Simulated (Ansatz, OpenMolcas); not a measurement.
# Worked example: the enthalpy of formation of I2 (iodine)

I2: 2 atoms, total charge 0, spin state singlet. SMILES: `II`. The shape is that of a PBE0-D4/def2-TZVP optimisation.

```xyz
2

I     0.0000    0.0000    0.0047
I     0.0000    0.0000    2.6604
```

Total energies at BLYP/def2-TZVPP (core potential) (OpenMolcas 26.06); the atoms run unrestricted:

| species | state | energy (Eh) |
| --- | --- | --- |
| I2 | singlet | -595.327971 |
| I | doublet | -297.628611 |

Harmonic wavenumbers at PBE0-D4/def2-TZVP, in cm⁻¹: 226.

Measured heats of formation of the gaseous atoms at 298.15 K, in kJ/mol: I 106.8. Spin-orbit lowering of the atoms at 298 K (mean of the ground term's levels less their thermal mean, from spectra), in kJ/mol: I 30.32. Take 1 Eh = 2625.50 kJ/mol, 1 cm⁻¹ = 0.0119627 kJ/mol, RT = 2.479 kJ/mol.

Question: Work out the heat of formation of the gas at 298 K.

Answer: 
1. Electronic atomisation energy: 2 × (-297.628611) − (-595.327971) = 0.070749 Eh = 185.8 kJ/mol.
2. Zero-point energy: half the sum of the wavenumbers, 113 cm⁻¹ = 1.4 kJ/mol.
3. Thermal vibrational enthalpy, Σ hcν̃/(exp(hcν̃/kT) − 1): 1.4 kJ/mol. Translation, rotation and pV of a linear molecule: 3.5 RT = 8.7 kJ/mol.
4. The 2 free atoms carry 5/2 RT each: 12.4 kJ/mol.
5. Spin-orbit coupling lowers the free atoms by 2 × 30.32 = 60.6 kJ/mol.
6. Atomisation enthalpy at 298 K: 185.8 − 60.6 − 1.4 − 1.4 − 8.7 + 12.4 = 126.1 kJ/mol.
7. Sum of the atoms' heats of formation: 213.6 kJ/mol. Heat of formation: 213.6 − 126.1 = +87.5 kJ/mol.

The tabulated value is +62.4 kJ/mol (Active Thermochemical Tables), so this level is off by +25.1 kJ/mol, or 16.6 % of the atomisation enthalpy. Anharmonicity and any spin-orbit splitting of the molecule are left out.
